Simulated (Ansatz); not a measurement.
`O[Si@H](F)[Si@@H](O)Cl`, relaxed with RKS PBE0-D4/def2-TZVP in Ansatz 0.2.0 from a GFN2-xTB geometry. The force threshold is 0.005 eV/Å; the program also tests the step.

Total charge 0; spin multiplicity 1.

Start:

```xyz
10

O    -0.402    0.549   -2.048
Si   -0.416    0.879   -0.467
F     0.785    1.951   -0.218
Si    0.161   -1.091    0.533
O     0.694   -0.817    2.049
Cl   -1.426   -2.279    0.851
H    -0.395    1.225   -2.722
H    -1.567    1.689   -0.078
H     1.172   -1.900   -0.160
H     1.395   -0.207    2.259
```

| step | energy (eV) | largest force (eV/Å) | largest move (Å) |
| --- | --- | --- | --- |
| 1 | -35146.1253 | 1.094 | 0.000 |
| 2 | -35146.2556 | 0.792 | 0.143 |
| 3 | -35146.2886 | 0.473 | 0.060 |
| 4 | -35146.3074 | 0.429 | 0.082 |
| 5 (rejected) | -35146.2662 | 1.884 | 0.121 |
| 6 | -35146.3183 | 0.148 | 0.060 |
| 7 (rejected) | -35146.3113 | 0.875 | 0.097 |
| 8 | -35146.3243 | 0.043 | 0.048 |
| 9 | -35146.3270 | 0.245 | 0.050 |
| 10 | -35146.3332 | 0.114 | 0.075 |
| 11 | -35146.3344 | 0.111 | 0.013 |
| 13 | -35146.3382 | 0.097 | 0.043 |
| 15 | -35146.3488 | 0.409 | 0.065 |
| 17 | -35146.3606 | 0.471 | 0.191 |
| 19 | -35146.3770 | 0.355 | 0.099 |
| 21 | -35146.3849 | 0.041 | 0.072 |
| 23 | -35146.3871 | 0.028 | 0.070 |
| 25 | -35146.3911 | 0.129 | 0.035 |
| 27 | -35146.3947 | 0.189 | 0.093 |
| 29 | -35146.3973 | 0.042 | 0.015 |
| 31 | -35146.3984 | 0.031 | 0.063 |
| 33 | -35146.3987 | 0.014 | 0.015 |
| 35 (rejected) | -35146.3987 | 0.006 | 0.002 |
| 36 | -35146.3987 | 0.004 | 0.001 |

End:

```xyz
10

O     0.368    0.898   -1.927
Si   -0.518    0.791   -0.557
F    -0.161    2.004    0.434
Si    0.134   -1.164    0.569
O     1.504   -0.920    1.432
Cl   -1.459   -1.627    1.800
H     0.145    1.561   -2.583
H    -1.968    0.923   -0.847
H     0.392   -2.344   -0.282
H     1.563   -0.121    1.960
```

It took 59 s on 2 threads of an AMD EPYC 7R13 on a shared host and a share of an NVIDIA H100 80 GB, with 0.88 GiB of host memory at the peak.
